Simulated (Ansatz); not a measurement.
Molecule: C3H8ClSi, net charge -1, singlet state. It need not be the lowest isomer of its formula. Whether it binds its extra electron was not tested at this geometry. 
Structure (B3LYP-D3(BJ)/def2-TZVP (Ansatz, a program for electronic structure) minimum search):
SMILES: [CH2-][Si](C)(C)Cl
```xyz
13

Si    -0.2462     0.0531    -0.4286
Cl     0.3934    -0.5206     1.7047
C     -1.7677    -0.4637    -1.0989
C      1.2844    -0.6296    -1.3122
C     -0.0654     1.9275    -0.2198
H     -1.9006    -1.4978    -1.4120
H     -2.6938     0.0048    -0.7701
H      1.2169    -1.7182    -1.3832
H      2.2011    -0.3844    -0.7720
H      1.3475    -0.2282    -2.3272
H     -0.0496     2.4186    -1.1965
H     -0.9157     2.3218     0.3426
H      0.8456     2.1836     0.3250
```
Charge -1, spin multiplicity 1.

Basis-set convergence of Hartree-Fock and CCSD correlation energies (hartree) with Ansatz. Correlated levels leave the core frozen unless marked. Spin-orbit coupling is left out. Non-relativistic. This anion needs diffuse functions, which these sets lack.

```
basis        functions       E(HF)  E(corr, CCSD)
-----------  ---------  ----------  -------------
cc-pV(D+d)Z        128  -866.74853       -0.74791
cc-pV(T+d)Z        280         [?]            [?]
```

Problem. Complete the blanks.

Solution. 
- cc-pV(T+d)Z, E(HF): -866.81987
- cc-pV(T+d)Z, E(corr, CCSD): -0.92205
